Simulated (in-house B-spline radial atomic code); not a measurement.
A fraction x of an electron is removed from 2p in C II (C+), starting from [He] 2s2 2p1 and keeping the highest spin. All numbers are computed (non-relativistic M06-L, spin-polarised, spherical fractional occupations; point nucleus) with an all-electron radial atomic-structure program (B-spline basis), not measured.

```json
{"x": "0", "E(x) - E(0) (eV)": "0.0000", "2p up level (eV)": "-17.643"}
{"x": "0.02", "E(x) - E(0) (eV)": "0.3554", "2p up level (eV)": "-17.896"}
{"x": "0.23", "E(x) - E(0) (eV)": "4.3976", "2p up level (eV)": "-20.617"}
{"x": "0.3", "E(x) - E(0) (eV)": "5.8732", "2p up level (eV)": "-21.545"}
{"x": "0.42", "E(x) - E(0) (eV)": "8.5551", "2p up level (eV)": "-23.157"}
{"x": "0.58", "E(x) - E(0) (eV)": "12.4342", "2p up level (eV)": "-25.335"}
{"x": "0.74", "E(x) - E(0) (eV)": "16.6632", "2p up level (eV)": "-27.528"}
{"x": "0.92", "E(x) - E(0) (eV)": "21.8407", "2p up level (eV)": "-30.002"}
{"x": "1", "E(x) - E(0) (eV)": "24.2853", "2p up level (eV)": "-"}
```

The exact functional would give a straight line between the two integer points. Deviations E(x) - E(0) - x[E(1) - E(0)], in eV: -0.13 at x = 0.02, -1.188 at x = 0.23, -1.412 at x = 0.3, -1.645 at x = 0.42, -1.651 at x = 0.58, -1.308 at x = 0.74, -0.502 at x = 0.92.

The curve lies below the straight line by up to 1.651 eV (at x = 0.58): convex, the delocalisation error that favours fractional charges.
